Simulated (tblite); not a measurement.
Run record: tight-binding relaxation, `COC[C@](C)(F)C(=O)Br`.

Computed with GFN2-xTB geometry optimisation, gas phase (tblite 0.8.0). Start geometry: from a force field or distance geometry. A driver script takes a list of jobs; this job's settings line and coordinates (Å) are shown.

Command:
```bash
OMP_NUM_THREADS=1 python probes_run.py task.json out
```

Input:
```
{"job": {"kind": "relax", "xc": "GFN2-xTB", "basis": "xTB"}, "charge": 0, "multiplicity": 1}
C      2.502900     0.244600    -0.722000
O      1.427000    -0.585700    -0.364300
C      0.464300     0.216000     0.183900
C     -0.774900    -0.482800     0.628600
C     -1.723500     0.560500     1.197500
F     -0.455300    -1.325300     1.678400
C     -1.422500    -1.303200    -0.421300
O     -1.533700    -2.519200    -0.218000
Br    -2.063500    -0.512000    -2.043300
H      2.141300     1.002900    -1.478200
H      3.366000    -0.338600    -1.082300
H      2.784700     0.806500     0.194400
H      0.127900     0.893100    -0.657300
H      0.893900     0.801700     0.997700
H     -1.089000     1.467200     1.433700
H     -2.473200     0.886700     0.463800
H     -2.179400     0.199600     2.147100
```

Output:
```
step      E/eV     max force
  0    -862.36166    5.068
  1    -862.48488    7.322
  2    -862.71810    1.314
  3    -862.75715    0.818
  4    -862.81854    0.414
  5    -862.84157    0.413
  6    -862.86819    0.404
  7    -862.88051    0.271
  8    -862.89265    0.275
  9    -862.90336    0.364
... (92 lines left out)
102    -863.10946    0.014
103    -863.10951    0.015
104    -863.10957    0.018
105    -863.10964    0.030
106    -863.10970    0.037
107    -863.10978    0.018
108    -863.10987    0.015
109    -863.10990    0.013
110    -863.10992    0.010
111    -863.10993    0.008
```

«max force» is the largest atomic force in eV/Å.

Q: From which step on does the largest force stay under 0.1 eV/Å, and how much energy is left to gain from there?

A: From step 59 (0.093 eV/Å), 7.3 meV above the end.

In short: energy lowered by 17.3 kcal/mol over 111 steps; largest atomic force 0.008 eV/Å at the end.

Time: 0.85 s wall. Hardware: Arm Neoverse V1, one thread, on a shared host.
Labels such as C1 count atoms from 1, the log's own numbers from 0.
